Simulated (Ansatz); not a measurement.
Consider the ligand exchange at a B–F bond: `CB(F)OC(C)=O` + HCl → `CB(Cl)OC(C)=O` + H–F.

Calculated with Ansatz (gas phase, PBE0-D4/def2-TZVP geometries, no zero-point term in ΔE). CCSD(T)/CBS is the MP2 limit (def2-TZVPP, def2-QZVPP) plus CCSD(T) − MP2 in def2-TZVPP, frozen cores. This one scheme is used for every species. Functionals use def2-TZVPP. B3LYP here is the variant with VWN-RPA as its local correlation; programs differ in this. One conformer a species, not always the lowest.

```tsv
level	ΔE (kcal/mol)	difference from CCSD(T)/CBS
PBE-D4	13.1	-0.3
r2SCAN-D4	15.0	1.6
PBE0-D4	13.5	0.1
B3LYP-D4	15.2	1.8
ωB97X-V	15.1	1.7
ωB97M-V	15.0	1.6
B2PLYP	15.5	2.1
PBE	14.0	0.6
r2SCAN	15.2	1.8
PBE0	14.3	0.9
B3LYP	16.7	3.3
HF/def2-TZVPP	19.0	5.6
MP2/def2-TZVPP	12.7	-0.7
SCS-MP2/def2-TZVPP	14.2	0.8
CCSD/def2-TZVPP	15.4	2.0
CCSD(T)/def2-TZVPP	14.5	1.1
HF/def2-QZVPP	19.1	5.7
MP2/def2-QZVPP	12.1	-1.3
SCS-MP2/def2-QZVPP	13.6	0.2
HF/CBS(def2)	19.1	5.7
MP2/CBS(def2)	11.6	-1.8
CCSD/CBS(def2)	14.3	0.9
CCSD(T)/CBS	13.4	0
```

Largest T1 diagnostic among the species: 0.014.

In def2-TZVPP, CCSD(T) changes the Hartree–Fock value by −4.5 kcal/mol (the triples alone add −0.9 kcal/mol) and MP2 by −6.3 kcal/mol. The D4 term adds −1.4 kcal/mol with B3LYP and −0.8 kcal/mol with PBE0; it sums over pairs of atoms, weighted by their polarisabilities, and B3LYP, whose exchange is more repulsive, gets the larger term.
